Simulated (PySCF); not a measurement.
A small calculation by hand: entropy of an ideal gas

hydrogen telluride cation (H2Te), SMILES [TeH2] (connectivity only; charge and spin as stated), charge +1, multiplicity 2.

The structure is a stationary point at B3LYP-D3(BJ)/def2-TZVPD. The spin state was assumed, not searched. The def2 effective core potentials stand for the cores of Te; spin–orbit coupling is left out.

B3LYP-D3(BJ)/def2-TZVPD in PySCF gives the harmonic wavenumbers 885, 2105, 2109 cm⁻¹ and the rotational temperatures 8.8258, 8.5441, 4.3413 K. The molar mass is 129.62 g/mol, the symmetry number 2, the spin multiplicity 2.

### Question
Work out the entropy at 298.15 K and 1 atm in the rigid-rotor, harmonic-oscillator model.

### Answer

Translation (Sackur–Tetrode at 1 atm): S = R[1.5 ln M + 2.5 ln T − 1.16487] = 169.4 J/(mol K).
Rotation: q = (√π/σ) T^1.5/√(θA θB θC) = 252, S = R[ln q + 3/2] = 58.5 J/(mol K).
Vibration: with u = 1.4388 ν/T, each mode gives R[u/(e^u − 1) − ln(1 − e^−u)]:
```
ν (cm⁻¹)  modes     u  S (J/(mol K))
--------  -----  ----  -------------
885           1  4.27           0.62
```
The stiffer modes add less than 0.005 each. Sum 0.6 J/(mol K).
Spin: R ln 2 = 5.8 J/(mol K).
Total 234.3 J/(mol K); the program's own thermochemistry gives 234.3. Translation makes up 72 % and vibration 0 %. Anharmonicity, hindered rotation and orbital degeneracy are left out.
